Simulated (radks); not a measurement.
Results of a calculation; reference values are marked as such.
Ge4-, configuration [Kr]. Code: a radial shooting solver on a logarithmic mesh with Libxc functionals. Model: scalar-relativistic Kohn-Sham, LB94 model potential, spin-polarised, spherical densities, finite nucleus; Fermi nuclear charge, rms radius 4.0742 fm; Watson sphere of charge +4 and radius 2.34 bohr.

X-ray form factor f0, the Fourier transform of the density (f0(0) = 36):

sin(theta)/lambda (1/angstrom),f0 (electrons)
0.05,34.808
0.1,31.918
0.15,28.649
0.2,25.842
0.25,23.650
0.3,21.890
0.4,18.923
0.5,16.225
0.6,13.818
0.8,10.229
1,8.097
1.25,6.656
1.5,5.795
2,4.451
